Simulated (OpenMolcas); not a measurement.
**A ladder of methods for C2H3F2Si (SMILES [H]/[C]=C\[SiH](F)F)**

C2H3F2Si: 8 atoms, total charge 0, spin state doublet. SMILES: `[H]/[C]=C\[SiH](F)F`. The shape is that of a PBE0-D4/def2-TZVP optimisation. This is one conformer, not always the lowest.

```xyz
8

C     0.8552    0.4751    1.4944
C     0.9487    0.1198    0.2419
Si   -0.6024   -0.2407   -0.6919
F    -0.5720   -1.7230   -1.2603
F    -0.7199    0.7134   -1.9556
H     0.0637    0.6358    2.2151
H     1.9215    0.0369   -0.2459
H    -1.8026   -0.0742    0.1464
```

Quantity: the vertical energy of the quartet above the doublet, in eV. The values are calculated.

| level | kind | program | value (eV) | CPU time (all runs) |
| --- | --- | --- | --- | --- |
| USVWN5/cc-pVDZ | LDA | OpenMolcas | 4.77 | 66 s |
| U-revPBE/cc-pVDZ | GGA | OpenMolcas | 4.49 | 1.7 min |
| UBLYP/cc-pVDZ | GGA | OpenMolcas | 4.65 | 1.9 min |
| UPBE/cc-pVDZ | GGA | OpenMolcas | 4.53 | 1.7 min |
| UM06-L/cc-pVDZ | meta-GGA | OpenMolcas | 4.38 | 2.5 min |
| UB3LYP/cc-pVDZ | global hybrid | OpenMolcas | 4.52 | 1.7 min |
| UBHLYP/cc-pVDZ | global hybrid | OpenMolcas | 4.29 | 1.7 min |
| UM06-2X/cc-pVDZ | hybrid meta-GGA | OpenMolcas | 4.49 | 2.4 min |

The values span 4.29 to 4.77 eV. Times are those of the runs behind each value, whatever else they computed, on shared processors of several kinds: orders of magnitude only.
